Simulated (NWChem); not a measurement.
SF anion

Results from NWChem. Pople sets run with spherical d functions. The geometry was optimised at B3LYP/def2-SVPD. Level: PBE0/6-31+G* with SMD (1 M gas to 1 M solution), gas-phase geometry. Reactions with the solvent are ignored.

```json
[
 {"solvent": "water", "dielectric constant": "78.4", "solvation free energy (kcal/mol)": "-62.2", "cavity-dispersion-structure term (kcal/mol)": "0.6"},
 {"solvent": "ethanol", "dielectric constant": "24.9", "solvation free energy (kcal/mol)": "-62.4", "cavity-dispersion-structure term (kcal/mol)": "-1.3"},
 {"solvent": "diethyl ether", "dielectric constant": "4.24", "solvation free energy (kcal/mol)": "-50.1", "cavity-dispersion-structure term (kcal/mol)": "-1.5"},
 {"solvent": "cyclohexane", "dielectric constant": "2.02", "solvation free energy (kcal/mol)": "-33.4", "cavity-dispersion-structure term (kcal/mol)": "-1.3"},
 {"solvent": "tetrahydrofuran", "dielectric constant": "7.43", "solvation free energy (kcal/mol)": "-56.2", "cavity-dispersion-structure term (kcal/mol)": "-1.2"},
 {"solvent": "dichloromethane", "dielectric constant": "8.93", "solvation free energy (kcal/mol)": "-57.9", "cavity-dispersion-structure term (kcal/mol)": "-1.4"},
 {"solvent": "dimethyl sulfoxide", "dielectric constant": "46.8", "solvation free energy (kcal/mol)": "[?]", "cavity-dispersion-structure term (kcal/mol)": "[?]"}
]
```

**Question.** What belongs in the gaps?

**Answer.** 
- dimethyl sulfoxide, solvation free energy (kcal/mol): -62.9
- dimethyl sulfoxide, cavity-dispersion-structure term (kcal/mol): -0.6
